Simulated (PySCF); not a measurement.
## How methods differ on the excitation energy of C⁺

C⁺ [He] 2s2 2p1 (2P) → C⁺ [He] 2s1 2p1 3s1 (4P), as a difference of total energies. Computed with PySCF 2.14 in dyall-acv3z, with the spin-free X2C one-electron Hamiltonian (Gaussian nucleus). Correlated levels: valence: 1s2 frozen; valence and next inner shell: nothing frozen; virtual orbitals above 40 to 60 times the deepest correlated orbital energy dropped. The calculations carry no spin-orbit coupling.

```
                                method  excitation energy (eV)
                                   UHF                  18.861
                                   LDA                  20.096
                                   PBE                  20.040
                                  PBE0                  20.041
                                r2SCAN                  19.911
                                 HSE06                  20.035
                                  BLYP                  20.427
                                 B97-3                  20.422
                                   M06                  20.274
                         MP2 (valence)                  20.098
                     SCS-MP2 (valence)                  20.437
    MP2 (valence and next inner shell)                  20.141
SCS-MP2 (valence and next inner shell)                  20.474
```

Q: How much does correlation contribute at MP2 (valence and next inner shell)?

A: 20.141 − (18.861) = 1.280 eV, measured against UHF.

The promoted electron is Rydberg-like, and one or two diffuse shells describe it only roughly, which tends to raise the upper state.
